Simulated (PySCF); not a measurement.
Input of a run (BHandHLYP/def2-SVP geometry optimisation, gas phase (PySCF 2.14.0)), started from GFN2-xTB:
```
{"job": {"xc": "BHandHLYP", "basis": "def2-SVP", "grid": 1, "kind": "geom"}, "charge": 0, "multiplicity": 1}
N      2.268744     0.014582     0.260090
C      0.892988    -0.019508     0.088214
C      0.205944    -1.193000    -0.091641
C     -1.196800    -1.189581    -0.188574
C     -1.918280    -0.031110    -0.114643
B     -1.189662     1.273253     0.087060
N      0.224298     1.154301     0.172840
H      2.731384     0.871645    -0.003914
H      2.756797    -0.814946    -0.037323
H      0.753938    -2.120639    -0.155420
H     -1.683934    -2.147539    -0.331323
H     -2.994672    -0.106424    -0.203522
H     -1.661182     2.343142     0.171033
H      0.809759     1.965352     0.324957
```

Output (energies in Eh, forces in Eh/bohr):
```
step   0  E = -290.65092044  max force = 0.014478
step   1  E = -290.65158077  max force = 0.004065
step   2  E = -290.65180824  max force = 0.003483
step   3  E = -290.65201809  max force = 0.002399
step   4  E = -290.65207754  max force = 0.001508
step   5  E = -290.65209245  max force = 0.002832
step   6  E = -290.65212816  max force = 0.000786
step   7  E = -290.65213760  max force = 0.000928
step   8  E = -290.65214307  max force = 0.000533
step   9  E = -290.65214828  max force = 0.000203
optimisation converged
```

Question: Summarise the run.

Answer: The energy falls by 0.77 kcal/mol over 10 energy and gradient evaluations, the largest force component goes from 0.0145 to 2.0e-04 Eh/bohr, and the atoms move by 0.046 Å rms after alignment. The bond that changes most is B6–H13 (ring boron to B–H hydrogen), which lengthens by 0.027 Å. Bonds longer at the end by more than 0.005 Å: 3 of 14; shorter: 2. The energy never rose by more than 1e-6 Eh on the way. The first step brought 54 % of the lowering.

Question: What are the final bond lengths?

Answer: N1–C2 1.379 Å, C2=C3 1.372 Å, C3–C4 1.414 Å, C4=C5 1.370 Å, C5–B6 1.504 Å, B6–N7 1.435 Å, C2–N7 1.356 Å, N1–H8 1.007 Å, N1–H9 1.005 Å, C3–H10 1.083 Å, C4–H11 1.089 Å, C5–H12 1.085 Å, B6–H13 1.200 Å, N7–H14 1.006 Å. Numbering counts from 1 in the input's order; the species is `NC1=CC=CBN1`.

The run used 133 basis functions and 66 SCF cycles in all.

Whether it is a minimum is left open (no frequencies).

Conformer computed: `[NH2:1][C:2]1=[CH:3][CH:4]=[CH:5][BH:6][NH:7]1`: H–N1–C2–C3 145°, H–N1–C2–C3 12°.
